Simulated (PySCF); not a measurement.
H2O4P, SMILES OP(O)(=O)[O] (connectivity only; charge and spin as stated), charge -1, multiplicity 1.

The structure is a stationary point at B3LYP-D3(BJ)/def2-SVPD. The spin state was assumed, not searched. The isomer is the one that the SMILES or the coordinates give; other isomers of the formula were not compared. The values are those of a single conformer.

The numbers are results of M06-2X/def2-SVPD (PySCF), not measurements.

Symmetry labels are those of the subgroup C2 that the program uses (full group C2).

Question: List the valence orbital energies around the gap with their symmetry. (Estimate from the structure and the level; the computed values follow.)

Answer: 
```tsv
orbital	symmetry	energy (eV)
HOMO−7	A	-8.46
HOMO−6	B	-7.08
HOMO−5	A	-7.01
HOMO−4	B	-6.22
HOMO−3	A	-5.38
HOMO−2	B	-4.78
HOMO−1	A	-4.59
HOMO	B	-4.25
LUMO	A	4.54
LUMO+1	B	5.20
LUMO+2	A	6.06
LUMO+3	B	6.13
```
